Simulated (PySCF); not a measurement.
Identify the unknown among the candidates.

All candidates are C6H7BN2.

- Rotational structure: rotational constants A, B, C: 5.204, 0.487, 0.458 GHz [PBE0-D3(BJ)/def2-SVP]
- NMR, other nuclei: isotropic shieldings of nuclei other than C and H, by class: 133 (1 B), -50 (1 N), 23 (1 N) ppm [GIAO B97-2/pcSseg-1]
- Polarisability: 102.5 au [wB97X-D/def2-SVPD]
- Couplings: largest of the computed one-bond spin–spin couplings (means over like bonds): 13C–1H +148.5 (×2), 13C–1H +136.1 (×3), 11B–1H +114.9 (×2), 13C–11B +94.5, 15N–11B -7.4 Hz [B3LYP/pcJ-1, spin–dipole term left out for some pairs]
- 13C NMR: chemical shifts (computed TMS as zero) by class: 108.2 (1 C), 106.7 (1 C), 96.4 (1 C), 87.6 (1 C), 8.9 (1 C), 6.6 (1 C) ppm [GIAO B97-2/pcSseg-1]
- Dipole: 6.19 D [wB97X-D/def2-SVPD]

Electronic properties: PySCF, gas phase, density fitting. Levels stand in brackets. Geometry: PBE0-D3(BJ)/def2-SVP; no solvent, vibrations or thermal averaging. NMR classes are plain means over equivalent atoms (diastereotopic ones count apart unless rotation or inversion swaps them), as if these changed places fast.

Question: Which candidate is it?
A. `CC#C[BH2-][N+]#CCC#N`
B. `C=CC#CB(C#N)NC`
C. `C#CC#C[C@H]1CNBN1`
D. `N#C[BH2-][n+]1ccccc1`
E. `C#C[B@@H-](C)[N+]#CCC#N`

Answer: A. It is `CC#C[BH2-][N+]#CCC#N`. Numbering: `[CH3:1][C:2]#[C:3][BH2-:4][N+:5]#[C:6][CH2:7][C:8]#[N:9]`. 6 carbons fall into 6 classes; from least to most shielded: nitrile carbon [C8] (108.2 ppm), triply bonded carbon [C6] (106.7 ppm), alkyne carbon [C2] (96.4 ppm), alkyne carbon [C3] (87.6 ppm), sp3 carbon next to a nitrile [C7] (8.9 ppm), propargylic carbon [C1] (6.6 ppm). The other shieldings belong to: 133 ppm, four-coordinate boron [B4]; -50 ppm, nitrile nitrogen [N9]; 23 ppm, nitrogen bonded to B and C [N5]. The couplings run between: +148.5 Hz, sp3 carbon next to a nitrile [C7] and its hydrogen (with 1 like pair); +136.1 Hz, propargylic carbon [C1] and its hydrogen (with 2 like pairs); +114.9 Hz, four-coordinate boron [B4] and its hydrogen (with 1 like pair); +94.5 Hz, alkyne carbon [C3] and four-coordinate boron [B4]; -7.4 Hz, nitrogen bonded to B and C [N5] and four-coordinate boron [B4]. The optimised geometry has point group C1 and is an asymmetric top.

The others, at the same levels:
- `N#C[BH2-][n+]1ccccc1` fails: its computed static isotropic polarisability is 94.5 au (against 102.5 au), rotational constant A is 4.257 GHz (against 5.204 GHz) and smallest rotational constant is 0.864 GHz (against 0.458 GHz).
- `C#C[B@@H-](C)[N+]#CCC#N` fails: its computed static isotropic polarisability is 99.5 au (against 102.5 au), rotational constant A is 3.610 GHz (against 5.204 GHz) and smallest rotational constant is 0.571 GHz (against 0.458 GHz).
- `C#CC#C[C@H]1CNBN1` fails: its computed 13C shifts are 79.5 (1 C), 71.1 (1 C), 70.0 (1 C), 69.4 (1 C), 54.6 (1 C), 48.5 (1 C) ppm, smallest rotational constant is 0.681 GHz (against 0.458 GHz) and dipole moment is 1.03 D (against 6.19 D).
- `C=CC#CB(C#N)NC` fails: its computed 13C shifts are 139.0 (1 C), 125.6 (1 C), 122.7 (1 C), 112.7 (1 C), 97.4 (1 C), 34.2 (1 C) ppm, static isotropic polarisability is 106.5 au (against 102.5 au) and rotational constant A is 2.263 GHz (against 5.204 GHz).

Each candidate is one conformer, not necessarily the lowest. The conformers computed, where there is a choice (atom-mapped SMILES and torsion angles):
- `[N:1]#[C:2][BH2-:3][n+:4]1[cH:5][cH:6][cH:7][cH:8][cH:9]1`: C2–B3–N4–C5 2°
- `[CH2:1]=[CH:2][C:3]#[C:4][B:5]([C:6]#[N:7])[NH:8][CH3:9]`: C4–B5–N8–C9 0°

The conformers of `C#CC#C[C@H]1CNBN1` aren't listed.
